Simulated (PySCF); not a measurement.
## Radial density of Pm⁵⁹⁺ (promethium, charge +59)

UHF, 1s2, closed-shell 1S. Calculation: PySCF 2.14, in an even-tempered Gaussian basis (15 s from 150 bohr⁻², ratio 2.2; 7 p from 220 bohr⁻², ratio 2.4; 4 d from 660 bohr⁻², ratio 2.4; 3 f from 990 bohr⁻², ratio 2.4; 3 g from 1500 bohr⁻², ratio 2.4); the non-relativistic Hamiltonian (point nucleus).

```csv
r (bohr),4πr²ρ (e/bohr)
0.000419,0.3002
0.000706,0.8203
0.00119,2.188
0.00200,5.610
0.00336,13.44
0.00565,28.78
0.00950,50.94
0.0160,65.55
0.0269,49.41
0.0452,15.17
0.0760,1.029
0.128,0.005310
```

A non-relativistic calculation at this Z misses sizeable relativistic shifts.
